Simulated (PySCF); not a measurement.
Be2H2.

```xyz
4

H      0.0000     0.0000    -2.3969
Be     0.0000     0.0000    -1.0514
Be     0.0000     0.0000     1.0514
H      0.0000     0.0000     2.3969
```
Charge 0, spin multiplicity 1.

Coordinates come from a PBE0-D3(BJ)/def2-TZVPD optimisation.

Level of theory: PySCF with B3LYP/pcSseg-2. Non-relativistic, no solvent.

Computed absolute GIAO shielding of each atom: isotropic value and principal components (ppm):
```
atom  σ(iso)   σ11   σ22    σ33   span
----  ------  ----  ----  -----  -----
H1      28.5  26.7  26.7   32.0    5.3
Be2     66.7  24.3  24.3  151.4  127.1
Be3     66.7  24.3  24.3  151.4  127.1
H4      28.5  26.7  26.7   32.0    5.3
```
